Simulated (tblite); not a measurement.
Compound: C5H11PS.
Structure used (GFN2-xTB), in Å, numbered top down from 1:
```xyz
18
C5H11PS angstrom
C      3.0617   -0.0025   -0.5089
C      1.6601    0.4779   -0.4029
C      0.6183   -0.2586   -0.0409
P     -1.0340    0.4815    0.0494
C     -2.0702   -0.6140   -1.0060
C     -1.5997    0.0742    1.7529
S     -1.1353    2.3633   -0.4046
H      3.1462   -1.0537   -0.2431
H      3.4224    0.1389   -1.5271
H      3.7030    0.5838    0.1486
H      1.4886    1.5217   -0.6458
H      0.7070   -1.3065    0.2166
H     -3.1071   -0.2926   -0.9150
H     -1.7531   -0.4886   -2.0405
H     -1.9758   -1.6571   -0.7118
H     -1.4944   -0.9878    1.9636
H     -2.6433    0.3724    1.8476
H     -1.0032    0.6539    2.4563
```

Level: GFN2-xTB in tblite, geometry and Hessian alike; calculated harmonic values, unscaled, isolated species. The method is semi-empirical: single wavenumbers can be off by several per cent or more. One conformer, not necessarily the lowest.

Harmonic wavenumbers (cm⁻¹): 62.8, 111.9, 124.2, 145.7, 169.5, 174.9, 192.6, 218.2, 224.6, 299.7, 308.0, 404.2, 617.0, 675.6, 725.4, 740.9, 765.0, 807.8, 809.4, 886.5, 906.0, 979.5, 982.9, 1032.6, 1103.4, 1188.4, 1277.0, 1303.1, 1306.4, 1393.3, 1412.7, 1421.5, 1427.8, 1436.1, 1466.1, 1472.2, 1681.2, 2994.9, 2996.8, 3002.2, 3003.9, 3005.2, 3007.6, 3011.5, 3018.7, 3022.3, 3029.5, 3042.4.

A = 2315, B = 1152, C = 980.2 MHz; mass 134.032 u (most abundant isotopes); point group Cs, symmetry number 1.

Question: What is the zero-point energy?

Answer: ½Σν̃ = 31695 cm⁻¹ = 90.62 kcal/mol.

Question: Entropy at 200 K, 1 bar (ideal gas, RRHO, classical rotation)?

Answer: Translation 38.63, rotation 28.01, vibration 20.30: S = 86.9 cal/(mol K).

Question: And Cp and H(200 K) − H(0)?

Answer: Cp = 30.36 cal/(mol K), of which vibrations give 22.41 (their classical limit is 48 R = 95.4); H(200 K) − H(0) = 3.93 kcal/mol without the zero-point energy, 2.34 from vibrations.

Question: Which modes carry the vibrational entropy at 200 K?

Answer: 62.8 cm⁻¹: 3.58; 111.9 cm⁻¹: 2.47; 124.2 cm⁻¹: 2.28; 145.7 cm⁻¹: 1.98; 169.5 cm⁻¹: 1.71; 174.9 cm⁻¹: 1.66 cal/(mol K); the other 42 give 6.62 together.

Question: How do the functions run with temperature in this model?

Answer: 
```
 T (K)  S (cal/(mol K))  Cp (cal/(mol K))  H − H(0) (kcal/mol)  G − H(0) (kcal/mol)  ln q(vib)
   150             78.9              26.1                 2.52                -9.31       2.85
   250             94.2              34.7                 5.55               -17.99       5.78
298.15            100.6              38.9                 7.33               -22.68       7.15
   400            113.3              47.4                11.73               -33.59       9.95
   600            135.2              60.7                22.61               -58.49      15.13
   900            162.5              73.8                42.94              -103.28      22.20
```

q(vib) and H(0) count from the zero-point level.

Question: What must be added to the electronic energy to get the Gibbs energy at 200 K and 1 bar?

Answer: ZPE + [H(200 K) − H(0)] − T·S = 90.62 + 3.93 − 17.39 = 77.16 kcal/mol.

Hindered rotation and anharmonicity are outside this model. Other conformers, if any are populated, would add a mixing term that is left out.
